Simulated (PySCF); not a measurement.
Si(H)(Cl)(Me)(OMe) (C2H7ClOSi), SMILES [SiH](OC)(Cl)C. Heavy atoms are numbered as in [SiH:1]([CH3:2])([Cl:3])[O:4][CH3:5]. Hydrogens are named by the atom that carries them.

Coordinates come from a B3LYP-D3(BJ)/def2-SVP optimisation. One conformer was computed; it need not be the lowest.

Calculation: PBE/pcSseg-1 (PySCF).

GIAO shieldings, no solvent; atoms alike by connectivity are averaged. δ = σ(ref) − σ: ²⁹Si against TMS (σ = 335.4 ppm); ¹³C against TMS (σ = 182.0 ppm); ³⁵Cl against HCl (σ = 936.5 ppm); ¹⁷O against H2O (σ = 334.3 ppm); ¹H against TMS (σ = 31.49 ppm), references at their B3LYP-D3(BJ)/def2-TZVP geometries, non-relativistic (without spin–orbit terms, shifts of atoms bonded to Cl or Br come out too high).

```json
[
 {"atoms": "Si1 (SiH)", "nucleus": "²⁹Si", "count": "1", "δ (ppm)": "11.4"},
 {"atoms": "C5 (CH3)", "nucleus": "¹³C", "count": "1", "δ (ppm)": "[?]"},
 {"atoms": "C2 (CH3)", "nucleus": "¹³C", "count": "1", "δ (ppm)": "4.7"},
 {"atoms": "Cl3", "nucleus": "³⁵Cl", "count": "1", "δ (ppm)": "[?]"},
 {"atoms": "O4", "nucleus": "¹⁷O", "count": "1", "δ (ppm)": "60.4"},
 {"atoms": "H on Si1", "nucleus": "¹H", "count": "1", "δ (ppm)": "5.90"},
 {"atoms": "H on C5", "nucleus": "¹H", "count": "3", "δ (ppm)": "[?]"},
 {"atoms": "H on C2", "nucleus": "¹H", "count": "3", "δ (ppm)": "[?]"}
]
```

Problem. Some entries are withheld; supply them. (The exact figures need the calculation; the answer reports its results.)

Solution. 
- C5 (CH3), δ (ppm): 57.1
- H on C2, δ (ppm): 0.75
- H on C5, δ (ppm): 4.10
- Cl3, δ (ppm): 57.2
